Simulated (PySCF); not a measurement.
Species: FH7SeSi3.
Numbering: `[F:1][SiH2:2][SiH2:3][Se:4][SiH3:5]` (hydrogens: H6, H7 on Si2; H8, H9 on Si3; H10, H11, H12 on Si5)

Method: PBE0-D3(BJ)/def2-SVP geometry optimisation, gas phase (PySCF 2.14.0).

(1) Give the optimised bond lengths and angles.

Results:

(1) 
| bond | length (Å) |
| --- | --- |
| F1–Si2 | 1.632 |
| Si2–Si3 | 2.338 |
| Si3–Se4 | 2.301 |
| Se4–Si5 | 2.291 |
| Si2–H6, Si2–H7 | 1.492 |
| Si3–H8, Si3–H9 | 1.494 |
| Si5–H10, Si5–H11, Si5–H12 | 1.492 |

Bonds in one row agree within 0.01 Å and their mean is given. A selection of angles:
| angle | degrees |
| --- | --- |
| F1–Si2–Si3 | 112.0 |
| F1–Si2–H6 | 108.2 |
| Si3–Si2–H6 | 109.6 |
| H6–Si2–H7 | 109.7 |
| Si2–Si3–Se4 | 103.2 |
| Si2–Si3–H8 | 112.8 |
| Se4–Si3–H8 | 107.7 |
| Se4–Si3–H9 | 110.1 |
| H8–Si3–H9 | 109.6 |
| Si3–Se4–Si5 | 93.8 |
| Se4–Si5–H10 | 106.5 |
| Se4–Si5–H11 | 110.4 |
| Se4–Si5–H12 | 110.6 |
| H10–Si5–H11 | 110.2 |

Torsions: F1–Si2–Si3–Se4 180° (antiperiplanar); Si2–Si3–Se4–Si5 -87° (synclinal). The mirror-image conformer, all signs reversed, is as good.

Si2 (fluorine-bound silicon) is tetrahedral (angles from 108.2° to 112.0°). Si3 (SiH2 silicon) is distorted tetrahedral (angles from 103.2° to 113.1°). Si5 (SiH3 silicon) is tetrahedral (angles from 106.5° to 110.6°).

Point group: C1 (no symmetry element, even within 0.4 Å). Stationary, but not proved a minimum. One conformer, not necessarily the lowest.

On one thread of an Arm Neoverse V1, no GPU, shared host with 32 logical CPUs at a one-minute load of 28, this took 2.3 min and 0.59 GiB of memory at its peak. These figures are those of the optimisation.
